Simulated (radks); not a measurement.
The numbers below are computed, except where a source is named.
Ionisation ladder of lutetium, from Lu66+ to Lu70+. Each ion is in the ground configuration listed by NIST, and IE = E(next ion) - E(this ion), with E = 0 for the bare nucleus. Level of theory: non-relativistic Kohn-Sham, PBE, spin-polarised, spherical densities, point nucleus; open shells are filled with parallel spins first (spin-orbit coupling, left out, can overturn this in heavy ions); relativity is left out, which matters for an element this heavy (a radial shooting solver on a logarithmic mesh with Libxc functionals).

species,configuration,E (hartree),"IE, Delta-SCF (eV)",<r> HOMO (bohr),"IE, NIST (eV)",kind,error (eV)
Lu66+,[He] 2s2 2p1,-6766.7707,15691.5,0.0728,17120,theory,-1428.5
Lu67+,[He] 2s2,-6190.1180,16106.7,0.0863,17610,theory,-1503.3
Lu68+,[He] 2s1,-5598.2068,16390.5,0.0860,17928.1,theory,-1537.5
Lu69+,[He],-4995.8671,67371,0.0212,72322.9,theory,-4952.2
Lu70+,1s1,-2520.0410,68574,0.0211,73804.4,theory,-5230.5

Reference values: NIST Atomic Spectra Database (exp. = measured, semi-emp. = semi-empirical, theory = theoretical value adopted there). The ionisation energy per charge of the ion left behind rises most, in proportion, at Lu69+ ([He]), from 237.54 to 962.44 eV. Relativity is left out here, which matters for elements this heavy. Open shells are spherical and high-spin; term and fine-structure splittings are not resolved.
